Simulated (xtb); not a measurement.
H$_{2}$N (SMILES [NH2]), doublet, from a rough starting geometry; GFN2-xTB in xtb.

Here is a job for xtb.
```
$ xtb mol.xyz --gfn 2 --uhf 1 --opt vtight --json

# file mol.xyz
3

N      0.01210741     0.43600674     0.13534617
H     -0.82209470    -0.13455527    -0.03787442
H      0.83709960    -0.23903275    -0.03287195
```

It wrote (shortened):

```
   ID    Z sym.   atoms
    1    7 N      1
    2    1 H      2, 3

           -------------------------------------------------
          |                Calculation Setup                |
           -------------------------------------------------

           -------------------------------------------------
          |                 G F N 2 - x T B                 |
           -------------------------------------------------

          ...................................................
          :                      SETUP                      :
          :.................................................:
          :  # basis functions                   6          :
          :  # atomic orbitals                   6          :
          :  # shells                            4          :
          :  # electrons                         7          :
          :  max. iterations                   250          :
          :  Hamiltonian                  GFN2-xTB          :
          :  restarted?                      false          :
          :  GBSA solvation                  false          :
          :  PC potential                    false          :
          :  electronic temp.          300.0000000     K    :
          :  accuracy                    1.0000000          :
          :  -> integral cutoff          0.2500000E+02      :
          :  -> integral neglect         0.1000000E-07      :
          :  -> SCF convergence          0.1000000E-05 Eh   :
          :  -> wf. convergence          0.1000000E-03 e    :
          :  Broyden damping             0.4000000          :
          :  net charge                          0          :
          :  unpaired electrons                  1          :
          ...................................................

 iter      E             dE          RMSdq      gap      omega  full diag
   1     -3.8267500 -0.382675E+01  0.549E+00   10.79       0.0  T
   2     -3.8324643 -0.571425E-02  0.308E+00   11.62       1.0  T
   3     -3.8330622 -0.597947E-03  0.544E-01   12.19       1.0  T
   4     -3.8331331 -0.708409E-04  0.195E-01   12.13       1.0  T
   5     -3.8330166  0.116434E-03  0.568E-01   12.06       1.0  T
   6     -3.8331334 -0.116714E-03  0.164E-01   12.11       1.0  T
   7     -3.8331472 -0.138009E-04  0.113E-02   12.12       5.1  T
   8     -3.8331472 -0.349983E-07  0.855E-03   12.12       6.8  T
   9     -3.8331472 -0.364026E-07  0.236E-03   12.12      24.5  T
[...]
         :: total energy              -3.806082778013 Eh    ::
 * total energy  :    -3.8060828 Eh     change       -0.1643574E-11 Eh
 * total energy  :    -3.8084903 Eh     change       -0.2407546E-02 Eh
 * total energy  :    -3.8088872 Eh     change       -0.3969111E-03 Eh
 * total energy  :    -3.8089231 Eh     change       -0.3588656E-04 Eh
 * total energy  :    -3.8089253 Eh     change       -0.2169644E-05 Eh
 * total energy  :    -3.8089255 Eh     change       -0.2046637E-06 Eh
 * total energy  :    -3.8089255 Eh     change       -0.2807692E-08 Eh
   *** GEOMETRY OPTIMIZATION CONVERGED AFTER 7 ITERATIONS ***
         :: total energy              -3.808925498869 Eh    ::
[...]
         2        2.0000           -0.5099571             -13.8766
         3        1.8967           -0.4262265             -11.5982
         4        1.1033           -0.4221203             -11.4865 (HOMO)
         5                          0.0725916               1.9753 (LUMO)
         6                          0.1969981               5.3606
      -------------------------------------------------------------
                  HL-Gap            0.4947118 Eh           13.4618 eV
             Fermi-level           -0.2994689 Eh           -8.1490 eV

     #   Z          covCN         q      C6AA      α(0)
     1   7 N        1.720    -0.332    29.360     8.015
     2   1 H        0.860     0.166     1.298     1.784
     3   1 H        0.860     0.166     1.298     1.784

 Mol. C6AA /au·bohr⁶  :         59.086445
 Mol. C8AA /au·bohr⁸  :       1111.128473
 Mol. α(0) /au        :         11.583451

Wiberg/Mayer (AO) data.
largest (>0.10) Wiberg bond orders for each atom

 ---------------------------------------------------------------------------
     #   Z sym  total        # sym  WBO       # sym  WBO       # sym  WBO
 ---------------------------------------------------------------------------
     1   7 N    1.932 --     3 H    0.966     2 H    0.966
     2   1 H    0.966 --     1 N    0.966
     3   1 H    0.966 --     1 N    0.966
 ---------------------------------------------------------------------------

Topologies differ in total number of bonds
Writing topology from bond orders to xtbtopo.mol

molecular dipole:
                 x           y           z       tot (Debye)
 q only:       -0.019      -0.352      -0.097
   full:       -0.038      -0.706      -0.194       1.864
molecular quadrupole (traceless):
                xx          xy          yy          xz          yz          zz
 q only:        0.896      -0.087      -0.548      -0.000      -0.079      -0.349
  q+dip:        1.604      -0.161      -1.031      -0.003      -0.176      -0.573
   full:        1.472      -0.166      -1.268      -0.015      -0.355      -0.204

optimized geometry written to: xtbopt.xyz

           -------------------------------------------------
          | TOTAL ENERGY               -3.808925498869 Eh   |
          | GRADIENT NORM               0.000017354107 Eh/α |
          | HOMO-LUMO GAP              13.461794072200 eV   |
           -------------------------------------------------

normal termination of xtb
```
